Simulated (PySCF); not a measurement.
# Structure elucidation problem

Molecular formula: C5H4F4O2. Simulated spectra:

$^{1}$H NMR (300 MHz, computed): δ 6.58 (dd, J = 89.3, 76.4 Hz, 1H), 5.48 (ddd, J = 72.4, 6.8, 1.3 Hz, 1H), 4.37 (ddd, J = 25.4, 13.2, 1.8 Hz, 1H), 4.05 (m, 1H).

$^{13}$C{$^{1}$H} NMR (computed): δ 151.3 (C, m), 129.3 (C, dd, J = 325.6, 16.9 Hz), 118.2 (CH, dd, J = 344.0, 322.0 Hz), 90.4 (CH, dd, J = 256.5, 16.0 Hz), 73.5 (CH2, dd, J = 26.5, 7.0 Hz).

All values are calculated (PySCF 2.14): J: B3LYP/pcJ-1 (spin–dipole term only in couplings to heteroatoms), σ from GIAO-PBE0/pcSseg-1, geometry from PBE0-D3(BJ)/def2-SVP. Relativity neglected, gas phase, single conformer.

Referencing at the same level of theory: $^{1}$H, $^{13}$C vs TMS.

Q: Choose the structure that fits.
A. FC1=C(OC(F)F)OC[C@H]1F
B. O=C([C@@H]1OC[C@@H]1F)C(F)(F)F
C. O=C1CO[C@@H]1[C@@H](F)C(F)(F)F
D. O=C([C@@H]1OC[C@H]1F)C(F)(F)F

A: A. 

- The formula gives 2 degrees of unsaturation (1 ring in the answer).
- 5 carbon signals for 5 carbons: no two carbons are equivalent.
- Carbon types of the structure: 2 × C, 2 × CH, 1 × CH2, which accounts for all hydrogens.
- δC 151.3: alkene carbon bearing oxygen; an sp2 carbon further deshielded by the attached heteroatom.
- δC 129.3: β carbon of an enol-ether or enamine type C=C.
- δC 118.2: sp3 CH bonded to 2 F and O; 3 electronegative neighbours deshield it.
- δC 90.4: allylic sp3 CH bonded to F; deshielded by the electronegative neighbour.
- δC 73.5: sp3 CH2 bonded to O; the inductive effect lowers its shielding.

The others: O=C([C@@H]1OC[C@H]1F)C(F)(F)F has carbons computed at 198.7, 120.6, 91.7, 89.4, 79.1; O=C([C@@H]1OC[C@@H]1F)C(F)(F)F has carbons computed at 199.6, 120.1, 89.9, 88.3, 79.6; O=C1CO[C@@H]1[C@@H](F)C(F)(F)F has carbons computed at 202.6, 127.5, 101.2, 92.8, 88.8.

C–F couplings over four or more bonds (about 3 Hz to the para carbon of a fluoroarene) are left out. Common functionals overestimate the size of one-bond C–F couplings by tens of Hz; these are unscaled. Multiplet labels drop couplings under 1 Hz and merge nearly equal ones. Unscaled 3J(H,H) at this level run about 10 % above measured values. Shifts are as computed. Against solution values, carbons near 30 ppm lie about +2 ppm off and those near 130 ppm about +5 ppm. Of 1313 compounds with measured shifts, 239 miss one by over three times the rms of a fit or turn the order of signals round; such compounds aren't used in these exercises.
